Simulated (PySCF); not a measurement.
PySCF input file for C4H7NSi, SMILES N1C=C(C)[SiH2]C=1, B3LYP-D3(BJ)/def2-SVP. Coordinates come from a B3LYP-D3(BJ)/def2-SVP optimisation. The structure was generated by enumeration, and PubChem lists no compound with its InChIKey, so it may never have been made.

```python
import numpy as np
from pyscf import gto, scf, dft, df
from pyscf.hessian import thermo

mol = gto.M(
    atom='''
    C    -0.01512629    2.36611353   -0.00000000
    C    -0.12968452    0.87286315    0.00000000
    C    -1.29642569    0.18693778    0.00000000
    N    -1.31781344   -1.24222569   -0.00000000
    C    -0.15198882   -1.78660038   -0.00000000
    Si    1.20883539   -0.45056215    0.00000000
    H     0.53929487    2.72741034   -0.88334065
    H    -1.00496945    2.85043400    0.00000000
    H     0.53929487    2.72741034    0.88334064
    H    -2.28235619    0.66607506   -0.00000000
    H    -0.08290675   -2.88315798   -0.00000000
    H     2.07599656   -0.46030318    1.21382273
    H     2.07599656   -0.46030319   -1.21382274
    ''',
    basis='def2-SVP',
    charge=0,
    spin=0,
    max_memory=1600,
    verbose=3,
)
mf = dft.RKS(mol, xc='b3lyp').density_fit(auxbasis='def2-universal-jkfit')
mf.disp = 'd3bj'
mf.grids.level = 3
mf.conv_tol = 1e-11
mf.max_cycle = 100
mf.kernel()

# analytic Hessian; the response equations are solved on a coarser grid
h, args, fine = mf.Hessian(), (mf.mo_energy, mf.mo_coeff, mf.mo_occ), mf.grids
h.max_memory = max(150, 2.5e-5 * df.make_auxmol(mol, mf.with_df.auxbasis).nao * mol.nelec[0] * (mol.nelec[0] + mol.nao))  # MB; small integral blocks
h1ao = h.make_h1(mf.mo_coeff, mf.mo_occ)
mf.grids = dft.Grids(mol).set(level=1).build(with_non0tab=True)
mo1, mo_e1 = h.solve_mo1(*args, h1ao)
mf.grids = fine
hess = h.hess_elec(*args, mo1, mo_e1, h1ao) + h.hess_nuc()
if mf.do_disp():
    hess += h.get_dispersion()
for i in range(mol.natm):  # the analytic DFT Hessian lacks the response of the grid: restore translational invariance
    hess[i, i] -= hess[i].sum(axis=0)
hess = (hess + hess.transpose(1, 0, 3, 2)) / 2
vib = thermo.harmonic_analysis(mol, hess, imaginary_freq=False)
thermo.dump_normal_mode(mol, vib)
th = thermo.thermo(mf, vib['freq_au'][vib['freq_au'] > 0], 298.15, 101325)
thermo.dump_thermo(mol, th)
g0 = mf.nuc_grad_method().set(verbose=0).kernel()

# dipole derivatives [dipole axis, atom, xyz] from the same response
r, irp = mol.intor('int1e_r'), mol.intor('int1e_irp').reshape(3, 3, mol.nao, mol.nao)
sl, dm0, ok = mol.aoslice_by_atom(), np.array(mf.make_rdm1()), []
dmu = np.einsum('a,xt->xat', mol.atom_charges(), np.eye(3))
for a, (_, _, p0, p1) in enumerate(sl):
    dmu[:, a] += 2 * np.einsum('xtij,ij->xt', irp[:, :, :, p0:p1], dm0.reshape(-1, mol.nao, mol.nao).sum(0)[:, p0:p1])
    for u, c, occ, f in [(mo1, mf.mo_coeff, mf.mo_occ, 4)]:
        dmu[:, a] -= f * np.einsum('tui,xuv,vi->xt', u[a], r, c[:, occ > 0], optimize=True)
L = vib['norm_mode']
ir = 974.8801 * (np.einsum('xat,kat->kx', dmu, L) ** 2).sum(1)       # km/mol
apt = np.einsum('xax->a', dmu) / 3

# polarisability derivatives from nuclear gradients in small electric fields
h0, F = mf.get_hcore(), 0.005
def in_field(f, guess):
    m = mf.copy()
    m.verbose, m.conv_tol, m.conv_tol_grad = 0, 1e-11, 2e-7
    m.get_hcore = lambda *a: h0 + np.einsum('x,xij->ij', f, r)
    m.kernel(guess)
    ok.append(m.converged)
    dm = np.array(m.make_rdm1())
    g = m.nuc_grad_method().kernel() - np.outer(mol.atom_charges(), f)
    for a, (_, _, p0, p1) in enumerate(sl):
        g[a] -= 2 * np.einsum('x,xtij,ij->t', f, irp[:, :, :, p0:p1], dm[:, p0:p1])
    return g, -np.einsum('xij,ij->x', r, dm), dm
E = np.eye(3) * F
g0, _, dm0 = in_field(np.zeros(3), dm0)
gp = [in_field(e, dm0) for e in E]
gm = [in_field(-e, 2 * dm0 - p[2]) for e, p in zip(E, gp)]
alpha = np.array([(p[1] - q[1]) / (2 * F) for p, q in zip(gp, gm)])  # bohr^3
check = abs(np.array([-(p[0] - q[0]) / (2 * F) for p, q in zip(gp, gm)]) - dmu).max()
print('static polarisability / bohr^3:', alpha.round(3))
print('largest difference of analytic and finite-field dipole derivatives / e:', check)
da = np.zeros((3, 3, mol.natm, 3))
for x in range(3):
    da[x, x] = -(gp[x][0] + gm[x][0] - 2 * g0) / F**2
for x, y in ((0, 1), (0, 2), (1, 2)):
    up, down = in_field(E[x] + E[y], gp[x][2] + gp[y][2] - dm0), in_field(-E[x] - E[y], gm[x][2] + gm[y][2] - dm0)
    both = -(up[0] + down[0] - 2 * g0) / F**2
    da[x, y] = da[y, x] = (both - da[x, x] - da[y, y]) / 2
aq = np.einsum('xyat,kat->kxy', da, L) * 0.529177210903**2           # A^2/amu^1/2
a = np.einsum('kxx->k', aq) / 3
g2 = 1.5 * (aq**2).sum((1, 2)) - 4.5 * a**2
raman, depol = 45 * a**2 + 7 * g2, 3 * g2 / (45 * a**2 + 4 * g2 + 1e-12)
print('mode   freq/cm-1   IR/(km/mol)   Raman/(A^4/amu)   depolarisation')
for k, w in enumerate(vib['freq_wavenumber']):
    print(f'{k + 1:4d} {w:11.2f} {ir[k]:13.3f} {raman[k]:17.3f} {depol[k]:16.3f}')
print('max |gradient| / (hartree/bohr):', abs(g0).max())
print('APT charges:', apt.round(4))
```

It prints:

```
[...]
       9   H                 0.14 -0.02  0.00   -0.00 -0.00 -0.28    0.06  0.34 -0.00
      10   H                -0.01  0.05 -0.00   -0.00  0.00  0.04    0.23 -0.07 -0.00
      11   H                 0.03  0.06 -0.03    0.02 -0.02 -0.01   -0.05 -0.04  0.05
      12   H                 0.03  0.06  0.03   -0.02  0.02 -0.01   -0.05 -0.04 -0.05
Mode                                18                  19                  20
Irrep
Freq [cm^-1]                     1206.2809           1289.5449           1310.9575
Reduced mass [au]                   2.8609              1.3397              1.4427
Force const [Dyne/A]                2.4527              1.3126              1.4609
Char temp [K]                    1735.5696           1855.3679           1886.1759
Normal mode                   x     y     z       x     y     z       x     y     z
       0   C                -0.04  0.09 -0.00   -0.03  0.01 -0.00   -0.04 -0.00 -0.00
       1   C                 0.06 -0.19  0.00    0.08 -0.05  0.00    0.09 -0.01  0.00
       2   C                -0.07 -0.00 -0.00   -0.03  0.03 -0.00   -0.02  0.08  0.00
       3   N                 0.02  0.01 -0.00   -0.00  0.06 -0.00    0.00 -0.08 -0.00
       4   C                 0.03 -0.01 -0.00   -0.07 -0.05 -0.00    0.03  0.06 -0.00
       5  Si                -0.01  0.01  0.00    0.00  0.01  0.00   -0.01  0.00  0.00
       6   H                 0.06  0.08  0.05    0.06 -0.00  0.05    0.08 -0.06  0.05
       7   H                 0.08  0.34 -0.00    0.02  0.10 -0.00    0.00  0.06 -0.00
       8   H                 0.06  0.08 -0.05    0.06 -0.00 -0.05    0.08 -0.06 -0.05
       9   H                 0.10  0.35  0.00   -0.28 -0.48  0.00   -0.29 -0.48  0.00
      10   H                -0.10 -0.02 -0.00    0.63 -0.01 -0.00   -0.57  0.02 -0.00
      11   H                 0.01 -0.02 -0.02   -0.00 -0.03  0.01   -0.00  0.00 -0.01
      12   H                 0.01 -0.02  0.02   -0.00 -0.03 -0.01   -0.00  0.00  0.01
Mode                                21                  22                  23
Irrep
Freq [cm^-1]                     1396.8165           1450.2724           1456.8800
Reduced mass [au]                   1.2930              1.0418              1.0709
Force const [Dyne/A]                1.4864              1.2910              1.3392
Char temp [K]                    2009.7080           2086.6192           2096.1259
Normal mode                   x     y     z       x     y     z       x     y     z
       0   C                -0.02 -0.13 -0.00    0.00 -0.00  0.05   -0.05  0.02  0.00
       1   C                -0.02  0.03 -0.00   -0.00 -0.00  0.02    0.00  0.02  0.00
       2   C                 0.01  0.00 -0.00    0.00  0.00  0.00   -0.03 -0.03  0.00
       3   N                -0.00 -0.01  0.00    0.00 -0.00 -0.00   -0.01  0.01 -0.00
       4   C                -0.00  0.00  0.00   -0.00  0.00  0.00    0.01 -0.01 -0.00
       5  Si                 0.00 -0.00  0.00   -0.00  0.00 -0.00    0.00 -0.00 -0.00
       6   H                 0.00  0.48  0.24   -0.35  0.34 -0.05    0.48  0.06  0.34
       7   H                 0.22  0.36  0.00    0.00  0.00 -0.69   -0.23 -0.41 -0.00
       8   H                 0.00  0.48 -0.24    0.35 -0.34 -0.05    0.48  0.06 -0.34
       9   H                 0.01 -0.02  0.00   -0.00 -0.00 -0.00    0.03  0.10  0.00
      10   H                -0.02 -0.00  0.00   -0.00  0.00 -0.00    0.01 -0.01 -0.00
      11   H                 0.00  0.00 -0.00   -0.00  0.00  0.00    0.00  0.00  0.00
      12   H                 0.00  0.00  0.00    0.00 -0.00  0.00    0.00  0.00 -0.00
Mode                                24                  25                  26
Irrep
Freq [cm^-1]                     1587.0742           1637.1370           2219.0708
Reduced mass [au]                   8.8602              7.1187              1.0302
Force const [Dyne/A]               13.1488             11.2413              2.9889
Char temp [K]                    2283.4464           2355.4757           3192.7488
Normal mode                   x     y     z       x     y     z       x     y     z
       0   C                -0.00 -0.03  0.00    0.00  0.03 -0.00   -0.00  0.00  0.00
       1   C                 0.11  0.09 -0.00   -0.11 -0.10  0.00    0.00 -0.00  0.00
       2   C                -0.09 -0.08 -0.00    0.12  0.08  0.00   -0.00 -0.00  0.00
       3   N                -0.12  0.07 -0.00   -0.11  0.05  0.00   -0.00  0.00 -0.00
       4   C                 0.14 -0.06 -0.00    0.12 -0.04  0.00    0.00  0.00 -0.00
       5  Si                -0.00 -0.00  0.00    0.00  0.00  0.00   -0.03  0.00 -0.00
       6   H                -0.06 -0.05 -0.05    0.04  0.04  0.03   -0.00  0.00  0.00
       7   H                 0.04  0.07  0.00   -0.03 -0.05 -0.00    0.00  0.00  0.00
       8   H                -0.06 -0.05  0.05    0.04  0.04 -0.03   -0.00  0.00 -0.00
       9   H                -0.06  0.04 -0.00   -0.00 -0.22  0.00    0.00 -0.00 -0.00
      10   H                -0.04 -0.07 -0.00   -0.03 -0.06  0.00   -0.01  0.01  0.00
      11   H                 0.00  0.01 -0.01    0.00 -0.01 -0.01    0.39 -0.01  0.57
      12   H                 0.00  0.01  0.01    0.00 -0.01  0.01    0.39 -0.01 -0.57
Mode                                27                  28                  29
Irrep
Freq [cm^-1]                     2220.4894           3012.0854           3076.5618
Reduced mass [au]                   1.0518              1.0364              1.1013
Force const [Dyne/A]                3.0554              5.5401              6.1419
Char temp [K]                    3194.7898           4333.7203           4426.4874
Normal mode                   x     y     z       x     y     z       x     y     z
       0   C                -0.00 -0.00 -0.00   -0.01 -0.05 -0.00   -0.00 -0.00  0.09
       1   C                 0.00 -0.00  0.00   -0.00  0.00  0.00   -0.00 -0.00 -0.00
       2   C                -0.00 -0.00  0.00    0.00  0.00  0.00    0.00  0.00  0.00
       3   N                -0.00  0.00 -0.00    0.00 -0.00 -0.00    0.00 -0.00 -0.00
       4   C                 0.00  0.00  0.00   -0.00  0.00 -0.00   -0.00 -0.00  0.00
       5  Si                -0.00 -0.00  0.04   -0.00  0.00 -0.00    0.00 -0.00  0.00
       6   H                -0.00  0.00  0.00    0.30  0.18 -0.48    0.35  0.22 -0.53
       7   H                 0.00  0.00 -0.00   -0.47  0.21  0.00    0.00 -0.00  0.02
       8   H                 0.00 -0.00  0.00    0.30  0.18  0.48   -0.35 -0.22 -0.53
       9   H                 0.00 -0.00  0.00    0.01 -0.01  0.00    0.00  0.00  0.00
      10   H                -0.00  0.00 -0.00   -0.00 -0.00 -0.00    0.00  0.00 -0.00
      11   H                -0.41  0.00 -0.56    0.00 -0.00  0.00   -0.00  0.00 -0.00
      12   H                 0.41 -0.00 -0.56    0.00 -0.00 -0.00    0.00 -0.00 -0.00
Mode                                30                  31                  32
Irrep
Freq [cm^-1]                     3101.6657           3123.4931           3153.1959
Reduced mass [au]                   1.1044              1.0916              1.0932
Force const [Dyne/A]                6.2596              6.2746              6.4038
Char temp [K]                    4462.6063           4494.0111           4536.7468
Normal mode                   x     y     z       x     y     z       x     y     z
       0   C                 0.09 -0.01  0.00    0.00 -0.00  0.00   -0.00 -0.00  0.00
       1   C                 0.00  0.00  0.00   -0.00  0.00  0.00   -0.00 -0.00  0.00
       2   C                -0.00  0.00  0.00    0.00  0.00 -0.00    0.08 -0.03  0.00
       3   N                -0.00  0.00 -0.00   -0.00  0.00  0.00    0.00 -0.00 -0.00
       4   C                 0.00  0.00 -0.00    0.01 -0.08 -0.00   -0.00  0.00 -0.00
       5  Si                -0.00  0.00  0.00    0.00  0.00  0.00   -0.00 -0.00 -0.00
       6   H                -0.16 -0.11  0.29   -0.00 -0.00  0.00    0.00  0.00 -0.00
       7   H                -0.73  0.35  0.00   -0.00  0.00  0.00   -0.00  0.01  0.00
       8   H                -0.16 -0.11 -0.29   -0.00 -0.00 -0.00    0.00  0.00  0.00
       9   H                -0.00 -0.00  0.00   -0.04  0.02  0.00   -0.86  0.41  0.00
      10   H                -0.00 -0.00 -0.00   -0.05  0.95  0.00    0.00 -0.04 -0.00
      11   H                -0.00 -0.00 -0.00   -0.00 -0.00 -0.00    0.00  0.00  0.00
      12   H                -0.00 -0.00  0.00   -0.00 -0.00  0.00    0.00  0.00 -0.00
temperature 298.1500 [K]
pressure 101325.00 [Pa]
Rotational constants [GHz] 4.76878 2.81865 1.82984
Symmetry number 1
Zero-point energy (ZPE) 0.09768 [Eh]   256465.607 [J/mol]
                           tot       elec      trans        rot        vib
Entropy [J/mol/K]       331.048      0.000    165.825    112.848     52.375
Cv [J/mol/K]            103.258      0.000     12.472     12.472     78.315
Cp [J/mol/K]            111.573      0.000     20.786     12.472     78.315
Internal energy [J/mol]                      3718.434   3718.434 266324.987
Internal energy [Eh]   -500.52502  -500.62929
Enthalpy [J/mol]                             6197.391   3718.434 266324.987
Enthalpy [Eh]          -500.52408
Gibbs free energy [J/mol]                  -43243.291 -29927.298 250709.402
Gibbs free energy [Eh] -500.56167
static polarisability / bohr^3: [[80.216 -0.298 -0.   ]
 [-0.295 83.451 -0.   ]
 [-0.     0.    47.935]]
largest difference of analytic and finite-field dipole derivatives / e: 0.001328773483221024
mode   freq/cm-1   IR/(km/mol)   Raman/(A^4/amu)   depolarisation
   1      155.02         0.267             0.044            0.750
   2      206.67         1.805             0.389            0.750
   3      276.77         1.562             2.530            0.636
   4      280.52         0.015             1.844            0.750
   5      370.36        11.009             3.279            0.750
   6      472.26        10.847             5.092            0.682
   7      584.76        21.655             0.417            0.750
   8      601.32         4.020            10.611            0.261
   9      636.51         2.738             8.416            0.184
  10      687.17        10.867            17.325            0.750
  11      688.13        32.273            15.279            0.408
  12      850.86        41.073             7.029            0.331
  13      851.71        38.095             0.488            0.750
  14      930.67         1.501             4.355            0.750
  15      939.41        87.286            20.504            0.747
  16      996.54         8.258             1.390            0.426
  17     1044.90         0.636             0.698            0.750
  18     1062.59        14.469             8.690            0.537
  19     1206.28         6.658             1.411            0.087
  20     1289.54         5.341             3.921            0.234
  21     1310.96         5.641            25.701            0.518
  22     1396.82         1.076            28.375            0.444
  23     1450.27         8.627            19.263            0.750
  24     1456.88         8.282            28.451            0.512
  25     1587.07         4.362           102.251            0.216
  26     1637.14        22.250            10.940            0.305
  27     2219.07        78.954           212.864            0.112
  28     2220.49        95.665           105.027            0.750
  29     3012.09        30.765           221.251            0.039
  30     3076.56        12.825           104.862            0.750
  31     3101.67        16.837            93.299            0.748
  32     3123.49        16.355           188.092            0.357
  33     3153.20        24.380           153.676            0.264
max |gradient| / (hartree/bohr): 3.990312164731287e-05
APT charges: [ 7.490e-02 -2.096e-01  1.465e-01 -3.899e-01  3.000e-03  8.528e-01
 -1.640e-02 -2.650e-02 -1.640e-02  2.210e-02 -6.000e-04 -2.199e-01
 -2.199e-01]
```

Self-consistency was reached.

Cost: about 8 core-minutes (a rough figure).
